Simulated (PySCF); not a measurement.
## Relaxation of singlet TaSF₃

Method: PySCF, PBE0, basis Ta def2-SVP with ECP60, S def2-SVP, F def2-SVP (scalar-relativistic core potentials, no spin–orbit coupling, density fitting). A (50,194) grid was used.

A hand-made see-saw (ligand arrangement 2) start, of Cs symmetry, held to at least that symmetry:

Coordinates in bohr (charge 0 multiplicity 1):
```
Ta    0.0000    0.2123   -0.4112
S     0.0000   -3.9292   -0.0489
F     0.0000    4.1656   -0.0654
F     3.1271    0.2123    2.0320
F    -3.1271    0.2123    2.0320
```

Optimiser trace:
```
step  E − E(last) (kJ/mol)  largest gradient (Eh/bohr)
   0                447.70                     0.15834
   1                260.58                     0.08610
   2                201.19                     0.05700
   3                136.78                     0.03100
   4                 66.62                     0.03839
   5                 22.29                     0.04706
   6                 16.22                     0.03328
   7                  2.09                     0.00912
   8                  0.44                     0.00559
   9                  0.18                     0.00735
  10                  0.04                     0.00163
  11                  0.02                     0.00053
  12                  0.00                     0.00012
  13                  0.00                     0.00003
```

It ends at C3v with Ta–F 1.866 Å (×3), Ta–S 2.149 Å; F–Ta–F 111.4° (×3), F–Ta–S 107.5° (×3) (after a last refinement on a finer grid). The frequency run here used a shortcut that can spoil soft modes, so no verdict on minimum or saddle point is given. Other isomers or separated fragments may lie lower.

Final geometry:
Z-matrix (Å, degrees; charge 0 multiplicity 1):
```
Ta
S  1 2.1487
F  1 1.8663 2 107.52
F  1 1.8663 2 107.52 3 -120.00
F  1 1.8663 2 107.52 3 120.00
```

Spin–orbit coupling, left out here, can matter for elements this heavy.

The relaxation took of the order of 6 core-minutes on a shared host.
